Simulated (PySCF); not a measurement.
SMILES [CH]=C(Cl)Cl (C2HCl2), doublet, PBE0/def2-SVP optimised geometry.

```
5

C     -0.70    -0.01     0.00
C      0.61    -0.01     0.00
Cl     1.54    -1.46     0.00
Cl     1.54     1.46     0.00
H     -1.54     0.68     0.00
```

Density from unrestricted PBE0/def2-TZVP run with PySCF at that geometry.

Minimum of the electron density along straight lines between bonded atoms, close to the bond critical point (lines longer than 1.1 times the sum of covalent radii, or with two minima, are not listed):

| bond | length / Å | ρ at the minimum / e bohr⁻³ | ∇²ρ there / e bohr⁻⁵ | position (fraction from the first atom) |
|---|---|---|---|---|
| C1–C2 | 1.310 | ? | -1.08 | 0.48 |
| C2–Cl3 | 1.725 | 0.210 | ? | 0.43 |
| C2–Cl4 | 1.738 | 0.204 | -0.30 | 0.43 |
| C1–H5 | 1.086 | 0.278 | ? | 0.66 |

Question: Complete the blanks.

Answer: 
- C1–C2, ρ at the minimum / e bohr⁻³: 0.360
- C2–Cl3, ∇²ρ there / e bohr⁻⁵: -0.34
- C1–H5, ∇²ρ there / e bohr⁻⁵: -0.99
